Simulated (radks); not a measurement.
The oxygen anion O-, [He] 2s2 2p5, held by a Watson sphere: a shell of charge +0.91 at radius R that stands for the Madelung well of a crystal (potential energy -0.91/R inside, -0.91/r outside, in hartree with lengths in bohr). All-electron calculation, non-relativistic Kohn-Sham, PBE, spin-polarised, spherical densities, point nucleus; open shells are filled with parallel spins first. Program: a radial shooting solver on a logarithmic mesh with Libxc functionals. Response by self-consistent Sternheimer equations with the Hartree and adiabatic LDA kernel. The sphere does not respond.

\begin{tabular}{lrrrrrrr}
R (bohr) & e(2s down) (eV) & e(2p up) (eV) & e(2p down) (eV) & <r> 2p (bohr) & sum of <r^2> (bohr^2) & X-ray form factor at sin(theta)/lambda = 0.2 1/angstrom & alpha (bohr^3) \\ \hline
1.76 & -21.427 & -8.093 & -6.803 & 1.402 & 16.06 & 5.913 & 9.754 \\
2.03 & -20.711 & -7.493 & -6.222 & 1.438 & 16.82 & 5.851 & 11.38 \\
2.42 & -19.810 & -6.696 & -5.441 & 1.484 & 17.78 & 5.790 & 14.04 \\
3.23 & -18.377 & -5.351 & -4.102 & 1.560 & 19.37 & 5.729 & 20.68 \\
3.75 & -17.690 & -4.685 & -3.430 & 1.599 & 20.19 & 5.713 & 25.70 \\
\end{tabular}
